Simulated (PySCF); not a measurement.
SMILES [F][W]([F])([OH])([F])([F])[F] (PBE0/def2-SVP optimised geometry):

```
8

W     -0.003    -0.003     0.000
F      0.068     0.067     1.845
F      1.848    -0.003     0.000
F     -0.002     1.848     0.000
F      0.006    -1.848     0.139
F     -1.848    -0.003     0.146
O     -0.077    -0.070    -1.820
H     -0.119    -0.105    -2.779
```

Computed with PBE0/def2-TZVP, def2 effective core potentials past Kr (PySCF).

Task: What are the frontier orbital energies and the dipole moment?

Result: HOMO-2 -12.03 eV, HOMO-1 -11.48 eV, HOMO -11.47 eV, LUMO -3.94 eV, LUMO+1 -3.74 eV; dipole moment 4.01 D.

On the same geometry PBE/def2-TZVP, def2 effective core potentials past Kr in PySCF gives HOMO-2 -9.93 eV, HOMO-1 -9.52 eV, HOMO -9.51 eV, LUMO -4.49 eV, LUMO+1 -4.28 eV; dipole moment 3.84 D.
